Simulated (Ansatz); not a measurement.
System: C₄H₁₂Ti, charge 0, multiplicity 1. SMILES: [CH3][Ti]([CH3])([CH3])[CH3]
Structure (B3LYP-D3(BJ)/def2-TZVP (Ansatz, a program for electronic structure) minimum search):
```xyz
17

Ti    -0.0003     0.0000    -0.0001
C      1.7321    -0.3580    -1.0868
H      2.0590    -1.3929    -0.9434
H      2.5299     0.3141    -0.7546
H      1.5490    -0.1896    -2.1530
C      0.4997     0.5047     1.9506
H     -0.3304     0.2697     2.6247
H      0.7176     1.5755     2.0181
H      1.3838    -0.0568     2.2695
C     -1.0531     1.5630    -0.8712
H     -1.6796     2.0581    -0.1221
H     -1.6942     1.1839    -1.6736
H     -0.3576     2.2968    -1.2912
C     -1.1781    -1.7097     0.0076
H     -1.0784    -2.2394    -0.9454
H     -2.2293    -1.4418     0.1549
H     -0.8665    -2.3773     0.8174
```

Property: atomisation energy (electronic, to ground-state atoms), in kcal/mol. Correlated levels leave the core frozen unless marked. UHF or UKS for open shells. Spin-orbit coupling is left out. Frozen are the shells of the preceding noble gas and the d and f shells that filled before the atom's block. No relativistic terms. The coupled-cluster limit lacks core correlation, which all-electron functionals hold. CBS marks a two-point X^-3 extrapolation of the correlation energy; Hartree-Fock from the larger set.

```
level                                        program  atomisation energy (kcal/mol)
------------------------------------  --------------  -----------------------------
PBE-D4/def2-TZVPD                     Ansatz + dftd4                         1514.8
r2SCAN/def2-TZVPD                             Ansatz                         1494.0
r2SCAN-D3(BJ)/def2-TZVPD              Ansatz + dftd3                         1496.5
r2SCAN-D4/def2-TZVPD                  Ansatz + dftd4                         1496.1
PBE0/STO-3G                                   Ansatz                         1925.2
PBE0/6-31G*                                   Ansatz                              ?
BHLYP-D4/def2-TZVPD                   Ansatz + dftd4                         1429.4
HSE06-D3(BJ)/def2-TZVPD               Ansatz + dftd3                              ?
CAM-B3LYP-D4/def2-TZVPD               Ansatz + dftd4                         1479.5
wB97M-V/def2-TZVPD                            Ansatz                         1470.8
wB97X-V/def2-TZVPD                            Ansatz                         1473.7
SCS-MP2/6-31G                                 Ansatz                         1272.1
SCS-MP2/6-31G*                                Ansatz                         1319.4
SCS-MP2/def2-QZVPP                            Ansatz                         1458.1
CCSD/STO-3G                                   Ansatz                         1696.5
CCSD/def2-QZVPPD                              Ansatz                         1427.3
CCSD(T)/CBS(def2-TZVPPD,def2-QZVPPD)          Ansatz                         1462.4
```

Q: What belongs in the gaps?

A: 
- PBE0/6-31G*, atomisation energy (kcal/mol): 1481.7
- HSE06-D3(BJ)/def2-TZVPD, atomisation energy (kcal/mol): 1481.6
